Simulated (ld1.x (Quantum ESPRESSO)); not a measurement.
**Before and after: RRKJ potential for sulfur (S)**

```
Element                 : S
Generator               : ld1.x (Quantum ESPRESSO) 7.5
Type                    : norm-conserving RRKJ (Kleinman–Bylander form)
Functional              : PBE
Relativity              : non-relativistic
Frozen core             : [Ne]
Valence charge          : 6
Reference configuration : 3s2 3p4
Partial waves           : 3p (bound): rc 1.40 bohr; 3s (bound): rc 1.05 bohr
Local potential         : the s channel
Core correction         : none
rho0                    : 0.005
```

All-electron outer shells of the reference configuration (PBE, non-relativistic, ld1.x):

```json
{"shell": "2p", "level (eV)": "-156.49", "outermost node (bohr)": "–", "outermost maximum (bohr)": "0.33"}
{"shell": "3s", "level (eV)": "-17.14", "outermost node (bohr)": "0.60", "outermost maximum (bohr)": "1.42"}
{"shell": "3p", "level (eV)": "-7.02", "outermost node (bohr)": "0.58", "outermost maximum (bohr)": "1.61"}
```

Change: all radii scaled by about 1.40 (s 1.46, p 1.96 bohr).

Cutoffs: the cutoffs (Ry, on a coarse ladder) from which the occupation-weighted sum of valence levels, in a spherical-Bessel basis at the reference potential, stays within 10 and 1 mRy of its value at 400 Ry; they do not see the model core or the augmentation charge, which bear on the density cutoff. Errors are all-electron minus pseudo energies relative to the spin-unpolarised reference configuration.

Problem. What does the change do?

Solution. The potential gets softer (80 Ry and 200 Ry → 40 Ry and 60 Ry); of the 7 tests that both files solve, the error grows in 0 and shrinks in 6 by more than 15 % and 0.3 meV (median size 19.0 → 3.1 meV); neither file shows a bound ghost. A larger radius leaves more room for a smooth pseudo-wave, so fewer plane waves are needed. That the errors move this way runs against the usual rule that smaller radii transfer better.

| quantity | base | changed |
| --- | --- | --- |
| cutoff, loose | 80 Ry | 40 Ry |
| cutoff, tight | 200 Ry | 60 Ry |
| loose cutoff by channel (10 mRy a level) | p 10 Ry, s 60 Ry | p 10 Ry, s 21 Ry |
| bound ghosts | none | none |
| error for 3s2 3p3, meV [ΔE 11.78 eV] | +5.0 | +3.1 |
| error for 3s2 3p2, meV [ΔE 34.08 eV] | +34 | +23 |
| error for 3s2 3p1, meV [ΔE 68.13 eV] | +120 | +86 |
| error for 3s1 3p4, meV [ΔE 22.52 eV] | +19 | +2.0 |
| error for 3s2 3p0, meV [ΔE 114.93 eV] | +333 | +245 |
| error for 3s2 3p4.3, meV [ΔE -1.71 eV] | +0.2 | +0.1 |
| error for 3s2 3p3.5, meV [ΔE 4.67 eV] | +0.9 | +0.6 |
